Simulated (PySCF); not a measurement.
C$_{3}$H$_{11}$ClSi$_{2}$, singlet, at a GFN2-xTB geometry, atoms displaced at random by about 0.08 Å a coordinate; TPSS/STO-3G, gradient (PySCF).

PySCF was given this input:
```python
from pyscf import gto, scf, dft

mol = gto.M(
    atom='''
Si    1.15776545   -0.16468629   -0.89034157
Cl    2.10025086   -0.58194786    0.73863466
Si   -0.94696514    0.45078212   -0.13645879
C    -1.97057771    0.77511166   -1.63734959
C    -1.83965299   -1.14986388    0.78182863
C    -1.04179170    1.74969067    1.19682919
H     1.28202961   -1.25596622   -1.63409362
H     1.94658988    0.92644055   -1.37768392
H    -2.19649253   -0.02313372   -2.42939113
H    -2.95949226    1.01874774   -1.37539444
H    -1.67573967    1.67856016   -2.07300216
H    -1.97538865   -2.04759840   -0.06116420
H    -2.85143451   -1.03153230    0.90719584
H    -1.20840390   -1.50968606    1.56076003
H    -0.69204017    2.65370203    0.86701078
H    -2.22450365    1.84879077    1.54411441
H    -0.48266815    1.36743402    2.11335953
''',
    basis='sto-3g',
    verbose=4,
)

mf = dft.RKS(mol)
mf.xc = 'tpss'
mf.kernel()
g = mf.nuc_grad_method()
grad = g.kernel()
```

What does PySCF print? Leave out banner, timings and long lists.


```
PySCF version 2.14.0

[INPUT] verbose = 4
[INPUT] num. atoms = 17
[INPUT] num. electrons = 74
[INPUT] charge = 0
[INPUT] spin (= nelec alpha-beta = 2S) = 0
[INPUT] symmetry False subgroup None
[INPUT] Mole.unit = angstrom
[INPUT] Symbol           X                Y                Z      unit          X                Y                Z       unit  Magmom
[...]
nuclear repulsion = 451.244961929738
number of shells = 35
number of NR pGTOs = 159
number of NR cGTOs = 53
basis = sto-3g
ecp = {}

******** <class 'pyscf.dft.rks.RKS'> ********
method = RKS
initial guess = minao
damping factor = 0
level_shift factor = 0
DIIS = <class 'pyscf.scf.diis.CDIIS'>
diis_start_cycle = 1
diis_space = 8
diis_damp = 0
SCF conv_tol = 1e-09
SCF conv_tol_grad = None
SCF max_cycles = 50
direct_scf = True
direct_scf_tol = 1e-13
XC library pyscf.dft.libxc version 7.1.2
    S. Lehtola, C. Steigemann, M. J. T. Oliveira, and M. A. L. Marques,  SoftwareX 7, 1–5 (2018)
XC functionals = tpss
    J. Tao, J. P. Perdew, V. N. Staroverov, and G. E. Scuseria,  Phys. Rev. Lett. 91, 146401 (2003)
    J. P. Perdew, J. Tao, V. N. Staroverov, and G. E. Scuseria,  J. Chem. Phys. 120, 6898 (2004)
    J. Tao, J. P. Perdew, V. N. Staroverov, and G. E. Scuseria,  Phys. Rev. Lett. 91, 146401 (2003)
    J. P. Perdew, J. Tao, V. N. Staroverov, and G. E. Scuseria,  J. Chem. Phys. 120, 6898 (2004)
radial grids:
    Treutler-Ahlrichs [JCP 102, 346 (1995); DOI:10.1063/1.469408] (M4) radial grids

becke partition: Becke, JCP 88, 2547 (1988); DOI:10.1063/1.454033
pruning grids: <function nwchem_prune>
grids dens level: 3
symmetrized grids: False
atomic radii adjust function: <function treutler_atomic_radii_adjust>
small_rho_cutoff = 0
Set gradient conv threshold to 3.16228e-05
Initial guess from minao.
tot grids = 207488
init E= -1146.67445189597
[...]
cycle= 1 E= -1147.02148507993  delta_E= -0.347  |g|= 0.473  |ddm|= 4.67
[...]
cycle= 2 E= -1146.99425413672  delta_E= 0.0272  |g|= 0.555  |ddm|= 1.63
[...]
cycle= 3 E= -1147.10107130503  delta_E= -0.107  |g|= 0.0474  |ddm|= 0.887
[...]
cycle= 4 E= -1147.10182783036  delta_E= -0.000757  |g|= 0.0135  |ddm|= 0.0898
[...]
cycle= 5 E= -1147.10188752653  delta_E= -5.97e-05  |g|= 0.00251  |ddm|= 0.0242
[...]
cycle= 6 E= -1147.10188985078  delta_E= -2.32e-06  |g|= 0.000651  |ddm|= 0.00538
[...]
cycle= 7 E= -1147.10189000971  delta_E= -1.59e-07  |g|= 0.00013  |ddm|= 0.0012
[...]
cycle= 8 E= -1147.10189001592  delta_E= -6.21e-09  |g|= 3.15e-05  |ddm|= 0.000259
[...]
cycle= 9 E= -1147.10189001626  delta_E= -3.33e-10  |g|= 3.79e-06  |ddm|= 5.45e-05
[...]
Extra cycle  E= -1147.10189001626  delta_E= -2.73e-12  |g|= 3.43e-06  |ddm|= 1.34e-05
converged SCF energy = -1147.10189001626

******** <class 'pyscf.grad.rks.Gradients'> for <class 'pyscf.dft.rks.RKS'> ********
unit = Eh/Bohr
grid_response = False
--------------- RKS gradients ---------------
         x                y                z
0 Si     0.0658920215    -0.0890766084     0.0195296054
1 Cl    -0.0634944753     0.0313969290    -0.1049722220
2 Si     0.0207050482     0.0784605745    -0.0145336000
3 C     0.0210243484     0.0395188087     0.0211882475
4 C    -0.0636177971     0.0263551647     0.1385857219
5 C     0.0797908176     0.0654872348    -0.0574924392
6 H    -0.0014493143     0.0600584927     0.0518014415
7 H     0.0003703039    -0.0069877616     0.0156925609
8 H    -0.0284222786    -0.0170857874    -0.0213384229
9 H     0.0446930219    -0.0086646925    -0.0256277706
10 H    -0.0243242853    -0.0365311837     0.0354350271
11 H    -0.0272739557    -0.0456481831    -0.0450468389
12 H     0.0644617342    -0.0255712481    -0.0390063530
13 H    -0.0027567335     0.0117645962    -0.0305417484
14 H    -0.0247738261    -0.0699661663     0.0135097108
15 H    -0.0706465235     0.0016632762     0.0216192224
16 H     0.0098226207    -0.0151568298     0.0212229744
----------------------------------------------
```
